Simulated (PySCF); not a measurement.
**Excitation energy of Be by level of theory**

Be [He] 2s2 (1S) → Be [He] 2s1 3s1 (3S), as a difference of total energies. Calculation: PySCF 2.14, in aug-cc-pVDZ; no relativity, point nucleus. Correlated levels: valence: 1s2 frozen. The calculations carry no spin-orbit coupling.

```tsv
method	excitation energy (eV)
UHF	5.386
MP2 (valence)	6.040
SCS-MP2 (valence)	6.212
CCSD (valence)	6.473
```

Q: How much does correlation contribute at MP2 (valence)?

A: 6.040 − (5.386) = 0.654 eV, measured against UHF.

Errors of the correlated levels include the incompleteness of this basis and the frozen core.

With two correlated electrons CCSD is exact in that space.

For comparison: 6.457 eV (measured; NIST levels).
